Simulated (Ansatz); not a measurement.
Z-matrix (Å, degrees):
```
C
C 1 1.4068
H 2 1.0930 1 118.98
C 2 1.4029 3 119.10 1 177.84
C 4 1.4213 2 118.07 3 -178.70
C 5 1.3978 4 121.58 2 -1.24
H 6 1.0924 5 120.32 4 -177.97
C 6 1.3990 7 119.86 5 -178.32
C 4 1.4415 2 130.05 3 0.88
C 9 1.3617 4 112.65 2 -179.66
H 10 1.0892 9 127.68 4 -179.98
H 9 1.0907 10 123.70 11 0.04
C 8 1.4690 6 117.38 7 3.26
C 13 1.3414 8 126.38 6 148.14
H 14 1.0930 13 122.08 8 -1.12
H 14 1.0930 15 116.83 13 178.60
H 13 1.0966 14 118.21 15 175.38
B 1 1.5389 2 115.80 3 10.77
H 18 1.2033 1 122.26 2 151.77
H 18 1.2088 19 118.76 1 175.04
S 5 1.7474 6 127.21 7 0.95
```
Charge 0, spin multiplicity 1.

Calculation: frozen-core CCSD(T)/cc-pVDZ // B3LYP-D3(BJ)/def2-SVP run with Ansatz (a first-principles code). The restricted HF reference is unstable towards unrestricted orbitals.

| Item | Result |
|---|---|
| HF energy | -806.12995 Ha |
| MP2 correlation energy | -1.51869 Ha |

**Question.** Estimate the CCSD correlation energy, the (T) correction, the total energy and the T1 diagnostic.

**Answer.** 
```
Item                             Value
-----------------------  -------------
CCSD correlation energy    -1.58707 Ha
(T) correction             -0.07478 Ha
CCSD(T) total energy     -807.79180 Ha
T1 diagnostic                    0.012
```
